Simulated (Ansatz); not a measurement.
Single points on Os₄⁺.

```yaml
crystal:
  periodic: [false, false, false]
  atoms:
    - {symbol: Os, position_ang: [-0.953548, 0.327283, 1.249861]}
    - {symbol: Os, position_ang: [-1.274829, -0.387986, -0.895807]}
    - {symbol: Os, position_ang: [0.953036, -0.328257, -1.252609]}
    - {symbol: Os, position_ang: [1.275340, 0.388960, 0.898554]}
basis:
  gaussian: {orbitals: def2-TZVP, initial_orbitals: start.molden}
total_charge: 1
magnetization: {spin_polarized: true, initial_magnetization: 1}
correlation: {method: mp2}
scf: {omitted_lower_state_checks: [starts]}
output: {orbitals: {seedname: orbitals}}
```

The file start.molden holds the orbitals of an earlier run on this structure, at another level or in another basis.

```sh
$ ansatz run in.yaml --threads 4 --pin off --events-out ev --progress --plain --max-ram 3916MiB
```

It prints (some lines left out):

```
Functional definition: HF
1540 factors; integrals over basis functions are off by at most 7.1e-4 eV
mean field evaluation 1: about -9763.1919 eV, gradient 1.5e1 eV
mean field evaluation 2: about -9766.2171 eV, gradient 5.3e0 eV
mean field evaluation 4: about -9768.1216 eV, gradient 1.1e0 eV
mean field evaluation 8: about -9769.3946 eV, gradient 2.2e-1 eV
mean field evaluation 16: about -9769.4168 eV, gradient 3.2e-3 eV
mean field -9769.41677511 eV, -359.0194445367 hartree, gradient 5.8e-6 eV, S^2 5.322896; 0 other end points of the search recorded, 0 dependent functions left out
reference -9769.41677511 eV, -359.0194445367 hartree; 32, 31 occupied and 128, 129 virtual orbitals, 1540 factors
second order -46.02761764 eV of doubles, -0.00000000 eV of singles
Total energy: -9815.44439275 eV, -360.7109282863 hartree
Checks for a lower state left out: starts
```

It took 14 s on 4 threads of Arm Neoverse V1 on a shared host, peak host memory 0.65 GiB.

As the first input, with `hamiltonian: {xc: pbe0, dispersion: d4}` and without the key `correlation` (abridged; 30 s):

```
Functional definition: PBE0
mean field evaluation 16: about -9860.2676 eV, gradient 2.3e-2 eV
mean field -9860.26793354 eV, -362.3581630281 hartree, gradient 9.0e-6 eV, S^2 2.995390
Total energy: -9860.46915284 eV, -362.3655577007 hartree
Checks for a lower state left out: starts
```

The first input with `hamiltonian: {xc: {name: r2SCANh}, dispersion: d4}` and without the key `correlation` (abridged; 49 s):

```
Functional definition: r2SCANh
mean field evaluation 16: about -9864.0403 eV, gradient 1.6e-5 eV
mean field -9864.04029673 eV, -362.4967948180 hartree, gradient 5.2e-6 eV, S^2 3.045409
Total energy: -9864.08541757 eV, -362.4984529783 hartree
Checks for a lower state left out: starts
```

As the first input, with `hamiltonian: {xc: pbe, dispersion: d4}` and without the key `correlation` (abridged; 19 s):

```
Functional definition: PBE
mean field evaluation 16: about -9869.3048 eV, gradient 1.9e-2 eV
mean field -9869.30481671 eV, -362.6902623590 hartree, gradient 2.7e-6 eV, S^2 1.910423
Total energy: -9869.54094277 eV, -362.6989398316 hartree
Checks for a lower state left out: starts
```

The first input with `hamiltonian: {xc: {name: BHLYP}, dispersion: d4}` and without the key `correlation` (abridged; 29 s):

```
Functional definition: BHLYP
mean field evaluation 16: about -9843.0457 eV, gradient 3.5e-6 eV
mean field -9843.04566085 eV, -361.7252561802 hartree, gradient 3.5e-6 eV, S^2 3.752912
Total energy: -9843.61411504 eV, -361.7461464863 hartree
Checks for a lower state left out: starts
```

As the first input, with `gaussian: {orbitals: def2-SVP, initial_orbitals: start.molden}`, `hamiltonian: {xc: pbe0, dispersion: d4}` and without the key `correlation` (abridged; 13 s):

```
Functional definition: PBE0
mean field evaluation 16: about -9858.9805 eV, gradient 9.6e-6 eV
mean field -9858.98049619 eV, -362.3108505781 hartree, gradient 9.8e-6 eV, S^2 2.955284
Total energy: -9859.18171612 eV, -362.3182452740 hartree
Checks for a lower state left out: starts
```

As the first input, with `hamiltonian: {xc: {name: CAM-B3LYP}, dispersion: d4}` and without the key `correlation` (abridged; 32 s):

```
Functional definition: CAM-B3LYP
mean field evaluation 16: about -9853.5322 eV, gradient 2.2e-5 eV
mean field -9853.53218143 eV, -362.1106287035 hartree, gradient 6.4e-6 eV, S^2 3.219199
Total energy: -9853.75318360 eV, -362.1187503837 hartree
Checks for a lower state left out: starts
```

Geometry: PBE-D4/def2-SVP.

In the def2 sets Os takes a core potential; there is no spin–orbit coupling. Correlated methods freeze no core orbitals; core or outer-core shells of Os are correlated, in sets that lack core-valence functions. At MP2/def2-TZVP, PBE0-D4/def2-TZVP, r2SCANh-D4/def2-TZVP, PBE-D4/def2-TZVP and others the charge 1 doublet is spin-contaminated (final ⟨S²⟩ up to 5.32, 0.75 for a pure state). The geometry of the doublet was relaxed on an unsound state (⟨S²⟩ 1.86, where a pure state has 0.75). The structure comes from a short search, and lower isomers may exist.
